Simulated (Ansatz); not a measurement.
CH4FGaO (`FC[O][GaH2]`). Total charge 0; spin multiplicity 1.

Cartesian coordinates in Å:
```
F 0.2886 0.0601 1.2270
C -0.9252 0.5115 0.5054
O -0.7188 0.2185 -0.7729
Ga 0.9737 -0.5775 -0.7844
H -1.7316 -0.0527 0.9902
H -0.9736 1.5826 0.7373
H 0.9508 -2.1355 -0.7501
H 2.1362 0.3929 -1.1525
```

**Question.** List the harmonic frequencies (cm⁻¹, unscaled) at PBE0-D4/def2-TZVP in Ansatz. (Best estimate.)

**Answer.** Ansatz gave: 52i, 148, 277, 468, 516, 609, 643, 745, 802, 1130, 1211, 1276, 1397, 1549, 2014, 2016, 3015, 3071.

**Question.** Is this a minimum?

**Answer.** No: 1 imaginary mode, so it is a saddle point.
